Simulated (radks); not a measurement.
Results of a calculation; reference values are marked as such.
Fractional charge and spin in the 5s shell of technetium: the spin-up occupation runs from 0 to 1 and the spin-down occupation from 0 to 1; the fullest corner is Tc, [Kr] 4d(up 2.5, down 2.5) 5s(up 1, down 1). Code: a radial shooting solver on a logarithmic mesh with Libxc functionals. Model: scalar-relativistic Kohn-Sham, PBE, spin-polarised, spherical densities, finite nucleus; Fermi nuclear charge, rms radius of each element as measured or else 0.836 A^(1/3) + 0.57 fm. Energy (eV) minus the two flat planes that join the four corners (they meet along the diagonal where the two added fractions sum to one electron); zero is where a piecewise linear energy would lie.

down \ up,0,0.25,0.5,0.75,1
0,0.000,-0.625,-0.829,-0.619,0.000
0.25,-0.625,-0.771,-0.507,0.160,-0.557
0.5,-0.829,-0.507,0.213,-0.455,-0.737
0.75,-0.619,0.160,-0.455,-0.688,-0.548
1,0.000,-0.557,-0.737,-0.548,0.000

Corners above the fullest one (they belong to Tc+ and the next ion): (up 1, down 0) 7.940 eV, (up 0, down 1) 7.940 eV, (up 0, down 0) 23.005 eV. With half an added electron in each spin the energy lies 0.213 eV from the planes, and with half an added electron in spin up alone -0.829 eV. The planes are only a guide here: the flat-plane condition holds for ground states with one frontier orbital, while other shells are open and held unpolarised.
